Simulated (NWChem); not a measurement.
System: C₄H₄; SMILES C#CC=C

Excerpt of the output:

```
             Northwest Computational Chemistry Package (NWChem) 7.3.0
             --------------------------------------------------------

                             Geometry "geometry" -> ""
                             -------------------------

 Output coordinates in angstroms (scale by  1.889725989 to convert to a.u.)

  No.       Tag          Charge          X              Y              Z
 ---- ---------------- ---------- -------------- -------------- --------------
    1 C                    6.0000     0.17861900    -1.91852500     0.00000000
    2 C                    6.0000    -0.11124800    -0.73950300     0.00000000
    3 C                    6.0000    -0.48644300     0.63429600     0.00000000
    4 C                    6.0000     0.37756600     1.65941800     0.00000000
    5 H                    1.0000     0.44261900    -2.95994400     0.00000000
    6 H                    1.0000    -1.56438000     0.83706900     0.00000000
    7 H                    1.0000     1.45817100     1.49574900     0.00000000
    8 H                    1.0000     0.01880100     2.69125500     0.00000000

 Effective nuclear repulsion energy (a.u.)      89.7894513694

                              NWChem Property Module
                              ----------------------

  itol2e modified to match energy
  convergence criterion.

                                 NWChem DFT Module
                                 -----------------

 Summary of "ao basis" -> "ao basis" (spherical)
 ------------------------------------------------------------------------------
       Tag                 Description            Shells   Functions and Types
 ---------------- ------------------------------  ------  ---------------------
 C                           6-31g*                  6       14   3s2p1d
 H                           6-31g*                  2        2   2s

  itol2e modified to match energy
  convergence criterion.

            General Information
            -------------------
          SCF calculation type: DFT
          Wavefunction type:  closed shell.
          No. of atoms     :     8
          No. of electrons :    28
           Alpha electrons :    14
            Beta electrons :    14
          Charge           :     0
          Spin multiplicity:     1
          Use of symmetry is: off; symmetry adaption is: off
          Maximum number of iterations: 150
          AO basis - number of functions:    64
                     number of shells:    32
          Convergence on energy requested:  1.00D-07
          Convergence on density requested:  1.00D-05
          Convergence on gradient requested:  5.00D-04

              XC Information
              --------------
                         B3LYP Method XC Potential
                     Hartree-Fock (Exact) Exchange  0.200
                        Slater Exchange Functional  0.800 local
                    Becke 1988 Exchange Functional  0.720 non-local
              Lee-Yang-Parr Correlation Functional  0.810
                  VWN I RPA Correlation Functional  0.190 local

             Grid Information
             ----------------
          Grid used for XC integration:  fine
          Radial quadrature: Mura-Knowles
          Angular quadrature: Lebedev.
          Tag              B.-S. Rad. Rad. Pts. Rad. Cut. Ang. Pts.
          ---              ---------- --------- --------- ---------
          C                   0.70       70          11.0       590
          H                   0.35       60          13.0       590
          Grid pruning is: on
          Number of quadrature shells:   520
          Spatial weights used:  Erf1

      Superposition of Atomic Density Guess
      -------------------------------------

 Sum of atomic energies:        -152.63394675

      Non-variational initial energy
      ------------------------------

 Total energy =    -154.834252
 1-e energy   =    -381.078935
 2-e energy   =     136.455231
 HOMO         =      -0.274380
 LUMO         =      -0.019902

   convergence    iter        energy       DeltaE   RMS-Dens  Diis-err
 ---------------- ----- ----------------- --------- --------- ---------
 d= 0,ls=0.0,diis     1   -154.6875378674 -2.44D+02  1.41D-02  3.35D-01
 d= 0,ls=0.0,diis     2   -154.7232450228 -3.57D-02  4.90D-03  5.16D-02
 d= 0,ls=0.0,diis     3   -154.7201361370  3.11D-03  3.44D-03  7.46D-02
 d= 0,ls=0.0,diis     4   -154.7291880990 -9.05D-03  9.09D-04  7.50D-03
 d= 0,ls=0.0,diis     5   -154.7301171992 -9.29D-04  1.63D-04  1.87D-04
  Resetting Diis
 d= 0,ls=0.0,diis     6   -154.7301364479 -1.92D-05  6.57D-05  2.63D-05
 d= 0,ls=0.0,diis     7   -154.7301399140 -3.47D-06  4.65D-05  2.05D-06
 d= 0,ls=0.0,diis     8   -154.7301391274  7.87D-07  2.94D-05  7.39D-06
 d= 0,ls=0.0,diis     9   -154.7301402139 -1.09D-06  2.76D-06  3.87D-08
 d= 0,ls=0.0,diis    10   -154.7301402173 -3.44D-09  1.13D-06  1.08D-08

         Total DFT energy =     -154.730140217310
      One electron energy =     -384.387249022017
           Coulomb energy =      162.969618896209
    Exchange-Corr. energy =      -23.101961460865
 Nuclear repulsion energy =       89.789451369363

 Numeric. integr. density =       27.999999734050

                       DFT Final Molecular Orbital Analysis
                       ------------------------------------

 Vector   12  Occ=2.000000D+00  E=-3.319342D-01
              MO Center= -1.2D-01, -3.2D-02,  2.7D-11, r^2= 2.3D+00
   Bfn.  Coefficient  Atom+Function         Bfn.  Coefficient  Atom+Function
  ----- ------------  ---------------      ----- ------------  ---------------
    33      0.339563  3 C  pz                19      0.330664  2 C  pz
     5      0.226354  1 C  pz                47      0.227440  4 C  pz
    37      0.209270  3 C  pz                23      0.173994  2 C  pz
    51      0.142525  4 C  pz                 9      0.123277  1 C  pz

 Vector   13  Occ=2.000000D+00  E=-2.712645D-01
              MO Center= -4.7D-03, -1.2D+00, -7.0D-12, r^2= 1.7D+00
   Bfn.  Coefficient  Atom+Function         Bfn.  Coefficient  Atom+Function
  ----- ------------  ---------------      ----- ------------  ---------------
     3      0.405816  1 C  px                17      0.390594  2 C  px
     7      0.262145  1 C  px                21      0.205387  2 C  px
    48     -0.121875  4 C  s                 60      0.115473  6 H  s
     4      0.100843  1 C  py                31     -0.095348  3 C  px
    18      0.094711  2 C  py                22      0.094507  2 C  py

 Vector   14  Occ=2.000000D+00  E=-2.408858D-01
              MO Center=  9.0D-02, -1.6D-01, -1.2D-10, r^2= 3.4D+00
   Bfn.  Coefficient  Atom+Function         Bfn.  Coefficient  Atom+Function
  ----- ------------  ---------------      ----- ------------  ---------------
     5      0.352558  1 C  pz                47     -0.330540  4 C  pz
    19      0.261966  2 C  pz                51     -0.257453  4 C  pz
     9      0.247310  1 C  pz                33     -0.239407  3 C  pz
    37     -0.162529  3 C  pz                23      0.151041  2 C  pz

 Vector   15  Occ=0.000000D+00  E=-2.600516D-02
              MO Center=  7.1D-02,  3.7D-01, -1.2D-10, r^2= 3.5D+00
   Bfn.  Coefficient  Atom+Function         Bfn.  Coefficient  Atom+Function
  ----- ------------  ---------------      ----- ------------  ---------------
    51      0.517891  4 C  pz                37     -0.399160  3 C  pz
    47      0.394864  4 C  pz                 9      0.353859  1 C  pz
    33     -0.319569  3 C  pz                 5      0.292535  1 C  pz
    23     -0.192233  2 C  pz                19     -0.165226  2 C  pz
    25     -0.031660  2 C  d -1              39      0.026946  3 C  d -1

 Vector   16  Occ=0.000000D+00  E= 4.706796D-02
              MO Center= -1.2D-01, -7.2D-01, -3.9D-11, r^2= 3.7D+00
   Bfn.  Coefficient  Atom+Function         Bfn.  Coefficient  Atom+Function
  ----- ------------  ---------------      ----- ------------  ---------------
     7      0.593427  1 C  px                48      0.591546  4 C  s
    60     -0.565069  6 H  s                 64     -0.467400  8 H  s
    21     -0.438770  2 C  px                34      0.433340  3 C  s
    17     -0.376903  2 C  px                 3      0.370340  1 C  px
    22     -0.360030  2 C  py                36     -0.210917  3 C  py

[...]

          -----------------------------------------
          Chemical Shielding Tensors (GIAO, in ppm)
          -----------------------------------------

                                NWChem CPHF Module
                                ------------------

  scftype          =     RHF
  nclosed          =       14
  nopen            =        0
  variables        =      700
  # of vectors     =        3
  tolerance        = 0.10D-03
  level shift      = 0.00D+00
  max iterations   =       50
  max subspace     =       30

 SCF residual:    3.8343550174648165E-005

Iterative solution of linear equations
  No. of variables      700
  No. of equations        3
  Maximum subspace       30
        Iterations       50
       Convergence  1.0D-04

   iter   nsub   residual    time
   ----  ------  --------  ---------
     1      3    4.52D-01      22.9
     2      6    2.81D-02      24.9
     3      9    1.64D-03      26.6
     4     12    7.58D-05      28.4

      Atom:    1  C
        Diamagnetic
    279.7810     -2.4364     -0.0000
     -2.4364    280.4055      0.0000
     -0.0000      0.0000    278.9705

        Paramagnetic
   -200.4264    -31.7981      0.0000
    -31.7981    -81.0718     -0.0000
      0.0000     -0.0000   -215.4846

        Total Shielding Tensor
     79.3546    -34.2344     -0.0000
    -34.2344    199.3337     -0.0000
     -0.0000     -0.0000     63.4859

           isotropic =     114.0581
          anisotropy =     141.5349

          Principal Components and Axis System
                 1           2           3
              208.4147     70.2736     63.4859

      1        -0.2564      0.9666      0.0000
      2         0.9666      0.2564      0.0000
      3        -0.0000     -0.0000      1.0000

      Atom:    2  C
        Diamagnetic
    222.5999    -19.6241     -0.0000
    -19.6241    281.4420      0.0000
     -0.0000      0.0000    216.1330

        Paramagnetic
   -177.9474    -43.1949      0.0000
    -43.1949     -1.9041     -0.0000
      0.0000     -0.0000   -185.8709

        Total Shielding Tensor
     44.6525    -62.8190      0.0000
    -62.8190    279.5379      0.0000
      0.0000      0.0000     30.2620

           isotropic =     118.1508
          anisotropy =     265.6985

          Principal Components and Axis System
                 1           2           3
              295.2831     30.2620     28.9073

      1        -0.2431      0.0000      0.9700
      2         0.9700      0.0000      0.2431
      3         0.0000      1.0000     -0.0000

      Atom:    3  C
        Diamagnetic
    274.7508      3.3826      0.0000
      3.3826    267.8683      0.0000
      0.0000      0.0000    254.3719

        Paramagnetic
   -250.0933     52.7508      0.0000
     52.7508   -224.1543      0.0000
      0.0000      0.0000    -86.3791

        Total Shielding Tensor
     24.6575     56.1334      0.0000
     56.1334     43.7141      0.0000
      0.0000      0.0000    167.9928

           isotropic =      78.7881
          anisotropy =     133.8070

          Principal Components and Axis System
                 1           2           3
              167.9928     91.1221    -22.7506

      1         0.0000      0.6452      0.7640
      2         0.0000      0.7640     -0.6452
      3         1.0000     -0.0000      0.0000

      Atom:    4  C
        Diamagnetic
    262.1411      3.9815      0.0000
      3.9815    265.6036      0.0000
      0.0000      0.0000    244.6798

        Paramagnetic
   -248.8915     58.1827     -0.0000
     58.1827   -248.2503     -0.0000
     -0.0000     -0.0000    -78.0829

        Total Shielding Tensor
     13.2496     62.1643     -0.0000
     62.1643     17.3533     -0.0000
     -0.0000     -0.0000    166.5970

           isotropic =      65.7333
          anisotropy =     151.2955

          Principal Components and Axis System
                 1           2           3
              166.5970     77.4995    -46.8967

      1        -0.0000      0.6953      0.7187
      2        -0.0000      0.7187     -0.6953
      3         1.0000      0.0000      0.0000

      Atom:    5  H
        Diamagnetic
     26.9413     -3.8223     -0.0000
     -3.8223     40.0193      0.0000
     -0.0000      0.0000     25.9324

        Paramagnetic
     -0.0603      1.6817      0.0000
      1.6817     -5.0248     -0.0000
      0.0000     -0.0000      0.2255

        Total Shielding Tensor
     26.8809     -2.1406     -0.0000
     -2.1406     34.9946     -0.0000
     -0.0000     -0.0000     26.1578

           isotropic =      29.3444
          anisotropy =       9.2703

          Principal Components and Axis System
                 1           2           3
               35.5247     26.3508     26.1578

      1        -0.2404      0.9707      0.0000
      2         0.9707      0.2404      0.0000
      3        -0.0000     -0.0000      1.0000

      Atom:    6  H
        Diamagnetic
     43.4346     -2.8448     -0.0000
     -2.8448     26.8283      0.0000
     -0.0000      0.0000     22.0057

        Paramagnetic
    -16.7213      3.6499      0.0000
      3.6499      1.6555     -0.0000
      0.0000     -0.0000      1.8740

        Total Shielding Tensor
     26.7133      0.8051     -0.0000
      0.8051     28.4838      0.0000
     -0.0000      0.0000     23.8797

           isotropic =      26.3589
          anisotropy =       3.6544

          Principal Components and Axis System
                 1           2           3
               28.7952     26.4019     23.8797

      1         0.3607      0.9327      0.0000
      2         0.9327     -0.3607     -0.0000
      3        -0.0000     -0.0000      1.0000

      Atom:    7  H
        Diamagnetic
     40.7054      0.2735      0.0000
      0.2735     27.2992      0.0000
      0.0000      0.0000     22.6954

        Paramagnetic
    -14.8627      3.4488     -0.0000
      3.4488     -0.1053     -0.0000
     -0.0000     -0.0000      3.4338

        Total Shielding Tensor
     25.8427      3.7223     -0.0000
      3.7223     27.1939     -0.0000
     -0.0000     -0.0000     26.1292

           isotropic =      26.3886
          anisotropy =       5.8693

          Principal Components and Axis System
                 1           2           3
               30.3015     26.1292     22.7352

      1         0.6409      0.0000      0.7677
      2         0.7677      0.0000     -0.6409
      3        -0.0000      1.0000      0.0000

      Atom:    8  H
        Diamagnetic
     26.1013     -3.4832      0.0000
     -3.4832     41.1280      0.0000
      0.0000      0.0000     22.8774

        Paramagnetic
     -0.0659      6.4816     -0.0000
      6.4816    -13.8139     -0.0000
     -0.0000     -0.0000      3.4818

        Total Shielding Tensor
     26.0354      2.9984      0.0000
      2.9984     27.3140     -0.0000
      0.0000     -0.0000     26.3591

           isotropic =      26.5695
          anisotropy =       4.7565

          Principal Components and Axis System
                 1           2           3
               29.7405     26.3591     23.6089

      1         0.6291      0.0000      0.7773
      2         0.7773     -0.0000     -0.6291
      3         0.0000      1.0000     -0.0000
```

Level: B3LYP/6-31G* (spherical d), GIAO. Geometry: optimised at PBE0/def2-SVP. The printed shielding anisotropy is the first printed principal value minus the mean of the other two.

Problem. Reconstruct the input file.

Solution. One answer among several that fit: the input that was run:
```
start job
memory heap 200 mb stack 900 mb global 1100 mb
geometry units angstroms noautosym nocenter noautoz
  C      0.178619    -1.918525     0.000000
  C     -0.111248    -0.739503     0.000000
  C     -0.486443     0.634296     0.000000
  C      0.377566     1.659418     0.000000
  H      0.442619    -2.959944     0.000000
  H     -1.564380     0.837069     0.000000
  H      1.458171     1.495749     0.000000
  H      0.018801     2.691255     0.000000
end
basis spherical
  * library 6-31g*
end
dft
  xc b3lyp
  iterations 150
end
property
  shielding
end
task dft property
```
